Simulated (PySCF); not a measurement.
A structure optimised at PBE0-D3(BJ)/def2-SVP, used in a PySCF frequency run:

```xyz
5

Te     0.0000     0.0000    -0.1871
F      0.0000    -1.9016    -0.4828
F      0.0000     1.9016    -0.4828
F      1.4063     0.0000     1.0233
F     -1.4063     0.0000     1.0233
```
Charge +1, spin multiplicity 2.

Question: Write its SMILES, formula and point group.

Answer: F[Te+](F)(F)F, F4Te, C2v

Question: What are its rotational constants (standard atomic weights)?

Answer: 3.9421, 2.6536, 2.3778 GHz
